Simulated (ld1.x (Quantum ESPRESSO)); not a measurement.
# Transferability test, PAW potential for molybdenum

* Element: molybdenum (Mo)
* Generator: ld1.x (Quantum ESPRESSO) 7.5
* Type: PAW
* Functional: PBE
* Relativity: fully relativistic
* Frozen core: [Ar] 3d10
* Valence charge: 14
* Reference configuration: 4s2 4p6 4d5 5s0.75 5p0.25
* Partial waves: 4s (bound): rcut 1.55, rcutus 1.75 bohr; 5s (bound): rcut 1.55, rcutus 1.75 bohr; 4p (bound): rcut 1.65, rcutus 1.85 bohr; 5p (bound): rcut 1.65, rcutus 1.85 bohr; 4d (bound): rcut 1.55, rcutus 1.85 bohr; 4d channel at 0.05 Ry: rcut 1.55, rcutus 1.85 bohr
* Local potential: all-electron potential smoothed inside 1.35 bohr (lloc = -1)
* Core correction: Bessel-smoothed model core, default radius (core density twice the valence density)
* Augmentation charge: BESSEL, radius 1.75 bohr

Open shells are filled in proportion to 2j + 1 (rel_dist='average').

Energies are relative to the spin-unpolarised reference configuration 4s2 4p6 4d5 5s0.75 5p0.25; without spin polarisation the order of configurations can differ from experiment.

```csv
valence configuration,charge,ΔE all-electron (eV),error AE − PS (meV)
4s2 4p6 4d5 5s1 5p0,0,-0.765,+0.1
4s2 4p6 4d5 5s0 5p0,+1,6.126,+1.5
4s2 4p6 4d4 5s1 5p0,+1,7.299,+1.6
4s2 4p6 4d5 5s0.5 5p0,+0.5,1.962,+0.1
4s2 4p6 4d4 5s1 5p1,0,2.971,+1.8
```

(1) What are ΔE and the potential's error for 4s2 4p6 4d4 5s0 5p0?

(2) What are ΔE and the potential's error for 4s2 4p6 4d6 5s0 5p0?

The ghost test of this file was not conclusive.

Results:

(1) ΔE = 21.587 eV all-electron; the error (AE − PS) is +0.4 meV.

(2) ΔE = -0.003 eV all-electron; the error (AE − PS) is +1.5 meV.
